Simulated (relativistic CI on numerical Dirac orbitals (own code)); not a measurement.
## Hyperfine structure of Ba XVI, mass number 135

Method of calculation: Dirac-Coulomb-Breit CI, separate exchange-only KLI orbitals for each configuration, model QED, unscaled Slater integrals (own radial code, finite nucleus).

CI space (outside the closed core [Ar] 3d10): 4s²4p⁶4d⁵, 4s²4p⁵4d⁶, 4s²4p⁶4d⁴4f, 4s²4p⁶4d⁴5p, 4s²4p⁶4d³4f5s, 4s²4p⁶4d³5s5p, 4p⁶4d⁷, 4p⁵4d⁸, 4s²4p⁶4d³5s², 4s²4p⁶4d²4f5s², 4s²4p⁶4d²5s²5p. Double excitations out of closed p, d and f shells are left out; levels of such configurations are missing from the list, as are those of other unlisted configurations, and high levels can miss mixing partners.

Nuclear spin I = 3/2, μ = 0.8381 μN, Q = 0.153 b (tables of Stone and Pyykkö). The electronic factors are computed for point nuclear moments, without core polarisation or the Bohr-Weisskopf and QED corrections.

```tsv
Level	E (cm⁻¹)	A (MHz)	B (MHz)
4s²4p⁶4d⁵ ⁴G7/2	54190.2	1688	477
4s²4p⁶4d⁵ ⁴G11/2	56213.6	1814	-13.5
4s²4p⁶4d⁵ ⁴G9/2	58660.3	1685	363
4s²4p⁶4d⁵ ⁴P1/2	64033.5	-335.7	
4s²4p⁶4d⁵ ⁴D7/2	71456.1	1240	170
4s²4p⁶4d⁵ ²I11/2	80858.2	2030	55
4s²4p⁶4d⁵ ⁴D1/2	81099.6	3448
```

Levels with J = 0, under 50 % of one LS term, or S terms without an open s electron are left out. Small factors come from cancelling terms and can be off by tens of per cent or more.

At this charge energies of transitions that change n are usually good to better than 1 %, and those within a shell (Δn = 0) to a few per cent. Terms inside the open d or f shell come out 10 to 20 % too wide with unscaled integrals. Levels and lines within the n = 5 or 6 shells can be off by up to 10 % or somewhat more, and those that change n by about 2 %, since core polarisation is missing.

**Question.** Give the hyperfine levels of 4s²4p⁶4d⁵ ⁴G7/2 relative to its centre of gravity.

**Answer.** With K = F(F + 1) − I(I + 1) − J(J + 1), E = AK/2 + B[¾K(K + 1) − I(I + 1)J(J + 1)]/[2I(2I − 1)J(2J − 1)]: F = 2: -11140, F = 3: -6414, F = 4: 200.3, F = 5: 8979 MHz.

LS names give the leading component of a level, which can be under half, so a name can repeat, a term be missing and a line seem to break the LS rules.
